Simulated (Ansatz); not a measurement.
Reaction (redistribution): `COB(F)OC` + `[SH][Ga]([SH])[Br]` → `COB(F)Br` + `C[O][Ga]([SH])[SH]`

Gas-phase electronic energies from Ansatz, PBE0-D4/def2-TZVP geometries. CCSD(T)/CBS adds triple-zeta CCSD(T) − MP2 to the extrapolated MP2 energy (def2 sets, frozen cores). DFT in def2-TZVPP. For Br, Ga outer-core shells are correlated without core-valence functions, which leaves a few kJ/mol of doubt a bond. Scalar relativity is left out up to krypton. Each species was taken in one conformer, which may not be the lowest.

```tsv
level	ΔE (kJ/mol)	difference from CCSD(T)/CBS
r2SCAN-D4	130.8	1.8
PBE0-D4	134.5	5.5
ωB97X-V	131.4	2.4
ωB97M-V	134.7	5.7
B2PLYP	132.4	3.4
PBE	124.7	-4.3
PBE0	135.5	6.5
HF/def2-TZVPP	159.4	30.4
SCS-MP2/def2-TZVPP	127.8	-1.2
CCSD/def2-TZVPP	133.8	4.8
CCSD(T)/def2-TZVPP	129.1	0.1
HF/def2-QZVPP	158.0	29.0
SCS-MP2/def2-QZVPP	127.4	-1.6
HF/CBS(def2)	157.8	28.8
MP2/CBS(def2)	125.4	-3.6
CCSD/CBS(def2)	133.7	4.7
CCSD(T)/CBS	129.0	0
```

Largest T1 diagnostic among the species: 0.013.

From PBE to PBE0 (25 % exact exchange), in def2-TZVPP and without D4, ΔE moves by +10.8 kJ/mol. In def2-TZVPP, CCSD(T) changes the Hartree–Fock value by −30.3 kJ/mol (the triples alone add −4.8 kJ/mol) and MP2 by −33.9 kJ/mol.
